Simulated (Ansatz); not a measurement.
Start from `[SiH3]S[SiH](Cl)Cl` and change one element to get `[SiH3]O[SiH](Cl)Cl`.

Ansatz, PBE0-D4/def2-TZVP geometries, multiplicity 1. Each molecule was computed in one conformer, which needn't be the lowest.

| property | `[SiH3]S[SiH](Cl)Cl` |
| --- | --- |
| HOMO–LUMO gap (B3LYP/def2-TZVPP) / eV | 7.15 |
| HOMO–LUMO gap (PBE0/def2-TZVPP) / eV | 7.61 |
| HOMO–LUMO gap (PBE/def2-TZVPP) / eV | 5.47 |
| LUMO energy (PBE0/def2-TZVPP) / eV | -0.37 |
| LUMO energy (B3LYP/def2-TZVPP) / eV | -0.57 |
| HOMO energy (PBE0/def2-TZVPP) / eV | -7.98 |

Give the same properties after the change, and the shifts. (Estimate.)

Computed: 
```
                             property  `[SiH3]O[SiH](Cl)Cl`  shift
HOMO–LUMO gap (B3LYP/def2-TZVPP) / eV                  8.60   1.45
 HOMO–LUMO gap (PBE0/def2-TZVPP) / eV                  9.08   1.47
  HOMO–LUMO gap (PBE/def2-TZVPP) / eV                  6.74   1.27
   LUMO energy (PBE0/def2-TZVPP) / eV                 -0.11   0.26
  LUMO energy (B3LYP/def2-TZVPP) / eV                 -0.31   0.26
   HOMO energy (PBE0/def2-TZVPP) / eV                 -9.18  -1.20
```

With PBE0 the HOMO falls by 1.20 eV and the LUMO rises by 0.26 eV, so the gap widens by about 1.46 eV. PBE moves the HOMO by -0.98 eV and ωB97M-V by -1.33 eV.

Positive LUMOs are unbound, so they and the gaps depend on the basis.

B3LYP here is the variant with VWN-RPA as its local correlation; programs differ in this.
